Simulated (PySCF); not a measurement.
## Excitation energy of Ru⁺ by level of theory

Ru⁺ [Kr] 4d7 (4F) → Ru⁺ [Kr] 4d6 5p1 (high-spin determinant), as a difference of total energies. All numbers are calculated (PySCF 2.14, scalar relativity through the core potential, in def2-QZVPPD with the def2 core potential (28 electrons)). Correlated levels: valence and next inner shell: nothing frozen outside the core potential. The calculations carry no spin-orbit coupling.

```
                                method  excitation energy (cm⁻¹)
                                   UHF                     38934
    MP2 (valence and next inner shell)                     45495
SCS-MP2 (valence and next inner shell)                     47277
   CCSD (valence and next inner shell)                     45184
CCSD(T) (valence and next inner shell)                     45504
```

The determinant of the upper state mixes LS terms, which raises its energy above the lowest term, most at the Hartree-Fock and MP2 levels.
